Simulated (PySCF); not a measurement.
**[ZnF4]2-: 4 charge schemes on one density**

[ZnF4]2- (charge -2 and singlet state).
Z-matrix (Å and degrees, PBE0-D3(BJ)/def2-SVP geometry), rows numbered from 1:
```
Zn
F   1  1.9264
F   1  1.9268  2  109.56
F   1  1.9266  2  109.46  3  -119.93
F   1  1.9272  2  109.46  3   120.13
```

Density: PBE0/pcSseg-1 (pcSseg-2 on Zn) (PySCF); schemes: Mulliken, IAO, Hirshfeld and ESP-fitted. Whether so highly charged an anion holds all its electrons in the gas phase wasn't checked; a finite basis holds them in any case. No counter-ion or solvent screens the charge of this multiply charged ion. The pcSseg-1 basis has no diffuse functions, a weakness for an anion. The HOMO energy is positive at this level (+2.47 eV), so the outermost electrons may be held by the finite basis alone.

Problem. Which atoms carry the highest charge in the Mulliken, IAO, Hirshfeld and ESP-fitted schemes?

Solution. All schemes agree: Mulliken Zn1 (+0.982); IAO Zn1 (+1.552); Hirshfeld Zn1 (+0.316); ESP-fitted Zn1 (+0.981).

Problem. At which atom do the 4 schemes differ most?

Solution. At Zn1: from +0.316 (Hirshfeld) to +1.552 e (IAO), 1.236 e apart.

Problem. What partial charge does each atom carry?

Solution. In e:

```
atom            environment  Mulliken     IAO  Hirshfeld  ESP-fitted
 Zn1     zinc bonded to 4 F    +0.982  +1.552     +0.316      +0.981
  F2  fluorine bonded to Zn    -0.745  -0.888     -0.579      -0.745
  F3  fluorine bonded to Zn    -0.745  -0.888     -0.579      -0.745
  F4  fluorine bonded to Zn    -0.745  -0.888     -0.579      -0.745
  F5  fluorine bonded to Zn    -0.745  -0.888     -0.579      -0.745
```

Mean size of the charges over all atoms: IAO 1.021 e, Mulliken 0.793 e, ESP-fitted 0.792 e, Hirshfeld 0.527 e. Each set sums to the total charge, -2, to within 0.001 e. The Hirshfeld scheme divides the density at each point in proportion to the densities of the neutral, spherically averaged free atoms.

Problem. Sum the charges by element, for elements with more than one atom.

Solution. 
```tsv
element	atoms	Mulliken	IAO	Hirshfeld	ESP-fitted
F	4	-2.982	-3.552	-2.317	-2.981
```

Problem. How many electrons does the Hirshfeld scheme count on Zn1?

Solution. Z − q = 30 − (+0.316) = 29.684.
